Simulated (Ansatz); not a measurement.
**Changing the shape of CaH, doublet**

Calculated in Ansatz's Gaussian-basis code. Basis cc-pVTZ, nonrelativistic, no frozen core; active space CAS(3,4). Restricted Hartree–Fock, then the lowest state-specific CASSCF solution met for each case. On stretched bonds single-reference methods can fail or change state. Unlike active orbitals can shift such differences by tenths of an eV, at times by over 1 eV.

Case A: bond length 2.3034 Å.

Case B: bond length 3.2048 Å. A bond is stretched, to 1.55 times the sum of the covalent radii.

Energy less that of case A, in eV:

```json
{"case": "B", "RHF/ROHF": "+1.396", "CASSCF": "+1.121"}
```

Question: Give the SC-NEVPT2 energies against case A.

Answer: B: +1.154 eV (26.6 kcal/mol).
